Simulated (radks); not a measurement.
Spherical quantum dot in the effective-mass picture: electrons in a hard-walled sphere of radius 3.19, all in effective atomic units (hartree* = m*/eps^2 hartree, bohr* = eps/m* bohr), one dielectric constant everywhere. Calculated with a radial shooting solver with Libxc functionals: non-relativistic Kohn-Sham, LDA (Slater exchange, Perdew-Wang correlation), spin-polarised, spherical densities. Levels are named by radial order and angular momentum (1s, 1p, 1d, 2s, ...), and open shells are averaged over m.

N = 13, configuration 1s2 1p6 1d(up 5, down 0). This is the lowest configuration that the search found. Occupied and some empty levels:

level,occupation,eigenvalue (hartree*),<r> (bohr*)
1s up,1,5.7514,1.985
1s down,1,5.8472,1.967
1p up,3,6.0644,2.120
1p down,3,6.1677,2.114
1d up,5,6.5630,2.221
1d down,0,6.6699,2.219
1f up,0,7.2208,2.299
1f down,0,7.3291,2.299
2s up,0,7.3433,1.468
2s down,0,7.3940,1.470
2p up,0,8.2410,1.684
2p down,0,8.3054,1.681

Energy (hartree*): total 46.8235, kinetic 16.527, external 0, Hartree 36.079, exchange-correlation -5.7819.
